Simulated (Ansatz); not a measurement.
Molecular dynamics of ClFH4O2Si

The input (input.yaml):

```yaml
crystal:
  periodic: [false, false, false]
  atoms:
    - { symbol: Si, position_ang: [0.007502, -0.242026, -0.071572] }
    - { symbol: H, position_ang: [0.698703, 0.345219, 1.344623] }
    - { symbol: F, position_ang: [1.436817, -0.102505, -0.824471] }
    - { symbol: O, position_ang: [-1.055274, 1.015491, -0.027582] }
    - { symbol: H, position_ang: [-1.728328, 0.962878, -0.721581] }
    - { symbol: Cl, position_ang: [-0.957756, -1.466363, -1.527285] }
    - { symbol: O, position_ang: [-0.00653, -1.580207, 1.161798] }
    - { symbol: H, position_ang: [0.183363, -2.518845, 0.982571] }
    - { symbol: H, position_ang: [0.592704, -0.72724, 1.650601] }
basis:
  gaussian: { orbitals: def2-SVP }
hamiltonian:
  xc: b3lyp
  dispersion: d4
md:
  timestep: 0.5
  n_steps: 200
  ensemble: nve
  temperature: 100.0
  initial_velocities: maxwell_boltzmann
  seed: 10384
```

Launched with:

```bash
$ ansatz run input.yaml --threads 2 --pin off --max-ram 3072MiB --backend cpu --events-out ev --progress --plain --runs-dir out
```

It starts at the highest image of a converged band. Of that band: Neighbouring images differ by up to 1.9 eV, so the band resolves the path poorly. A vibrational analysis at the climbing image gives one clearly imaginary mode, 1346i cm⁻¹: a first-order saddle point.

Output, in part (step lines, the closing report, with atoms numbered from 0):

```
md step     0: t =     0.00 fs  T =   100.0 K  F+E_penalty+E_count = -27268.50367223 eV  E_kin = 0.090482 eV  conserved = -27268.41319023 eV  (25 SCF iters)
md step     1: t =     0.50 fs  T =    98.7 K  F+E_penalty+E_count = -27268.50245696 eV  E_kin = 0.089284 eV  conserved = -27268.41317267 eV  (24 SCF iters)
md step     2: t =     1.00 fs  T =    95.1 K  F+E_penalty+E_count = -27268.49912734 eV  E_kin = 0.086007 eV  conserved = -27268.41311992 eV  (24 SCF iters)
md step     3: t =     1.50 fs  T =    90.0 K  F+E_penalty+E_count = -27268.49452213 eV  E_kin = 0.081467 eV  conserved = -27268.41305478 eV  (24 SCF iters)
md step     4: t =     2.00 fs  T =    84.7 K  F+E_penalty+E_count = -27268.48967426 eV  E_kin = 0.076672 eV  conserved = -27268.41300242 eV  (23 SCF iters)
md step     5: t =     2.50 fs  T =    80.1 K  F+E_penalty+E_count = -27268.48541786 eV  E_kin = 0.072438 eV  conserved = -27268.41297951 eV  (23 SCF iters)
md step     6: t =     3.00 fs  T =    76.4 K  F+E_penalty+E_count = -27268.48212474 eV  E_kin = 0.069136 eV  conserved = -27268.41298840 eV  (24 SCF iters)
md step     7: t =     3.50 fs  T =    73.7 K  F+E_penalty+E_count = -27268.47966884 eV  E_kin = 0.066652 eV  conserved = -27268.41301657 eV  (23 SCF iters)
[... lines left out ...]
Total energy: -27269.54873230 eV, -1002.1374319480 hartree
Atom 0 at    -0.131359     0.166959    -0.272930 Å, force    -0.703267    -1.543696     1.345915 eV/Å
Atom 1 at    -0.273150    -0.005879     1.208863 Å, force     0.181829     0.197118    -0.591236 eV/Å
Atom 2 at     1.376093     0.377512    -0.729215 Å, force     1.182131    -0.624649    -0.307489 eV/Å
Atom 3 at    -0.821957     1.541806    -0.733833 Å, force    -1.203720     0.894848    -0.425561 eV/Å
Atom 4 at    -1.017009     1.727483    -1.659408 Å, force     0.020555     0.031213     0.019017 eV/Å
Atom 5 at    -1.025371    -1.581946    -1.098679 Å, force     0.392177     0.972308    -0.177001 eV/Å
Atom 6 at     0.281095    -2.940706     1.223351 Å, force     0.897021     1.280217     0.178099 eV/Å
Atom 7 at    -0.350621    -3.375883     0.656483 Å, force    -0.317057    -0.683990     0.180371 eV/Å
Atom 8 at     0.510192    -3.421005     2.024346 Å, force    -0.449668    -0.523370    -0.222114 eV/Å
Dipole moment:    -0.257748    -0.168972    -0.003134 e Å
```

The steps, from the saved trajectory:

```
time (fs)  T (K)  potential energy less start (eV)  conserved less start (meV/atom)
        0    100                             0.000                             0.00
        3     76                             0.022                             0.02
        6     64                             0.033                             0.03
        9     88                             0.010                             0.01
       12    124                            -0.021                             0.03
       15    243                            -0.129                             0.04
       18    449                            -0.316                            -0.02
       21    548                            -0.406                            -0.03
       24    590                            -0.443                             0.04
       27    769                            -0.606                            -0.04
       30    798                            -0.632                            -0.01
       33    783                            -0.618                             0.02
       36    810                            -0.642                            -0.02
       39    796                            -0.630                             0.01
       42    817                            -0.649                            -0.05
       45    667                            -0.513                             0.05
       48    696                            -0.539                            -0.01
       51    749                            -0.588                            -0.04
       54    709                            -0.550                             0.03
       57    760                            -0.598                            -0.02
       60    791                            -0.625                             0.03
       63    922                            -0.744                            -0.04
       66    923                            -0.744                             0.01
       69   1031                            -0.842                             0.00
       72   1189                            -0.986                            -0.04
       75   1165                            -0.963                             0.01
       78   1197                            -0.993                            -0.03
       81   1194                            -0.989                             0.04
       84   1293                            -1.080                            -0.06
       87   1249                            -1.039                             0.01
       90   1315                            -1.099                             0.02
       93   1450                            -1.222                            -0.08
       96   1339                            -1.121                             0.01
       99   1282                            -1.070                            -0.02
```

The run went to its last step. The conserved energy stayed within 0.088 meV per atom of its start (net change -0.026 meV per atom), so the integration is sound. The kinetic energy rose, since the run started high on the potential surface and went downhill. It ends in pieces (ClFH2OSi + H2O), so much of that is their flight and rotation, not heat. A run of 0.1 ps of so small a system gives no equilibrium averages. The orbitals stay closed-shell, which can raise the energy where a bond breaks towards radicals; this wasn't checked here.

Between its relaxed ends the band would form Si1–O7, H2–H9 and break Si1–H2, O7–H9. These pairs go: Si1–O7 1.82 → 3.47 Å, H2–H9 1.12 → 3.60 Å, Si1–H2 1.68 → 1.50 Å, O7–H9 1.15 → 0.96 Å. In the last frame they stand as before the step (other bonds may differ from the relaxed reactants and products). It ends as ClFH2OSi + H2O. Pairs count as bonded within 1.25 times the sum of covalent radii (0.12 Å more for H–H).

Last frame:

```xyz
9
Properties=species:S:1:pos:R:3
Si -0.131 0.167 -0.273
H -0.273 -0.006 1.209
F 1.376 0.378 -0.729
O -0.822 1.542 -0.734
H -1.017 1.728 -1.659
Cl -1.025 -1.582 -1.099
O 0.281 -2.941 1.223
H -0.351 -3.376 0.656
H 0.510 -3.421 2.024
```

The run took 9.3 min on 2 threads of AMD EPYC 7R43 64-Core Processor (Zen 3), on a shared host, peak memory 0.23 GiB.
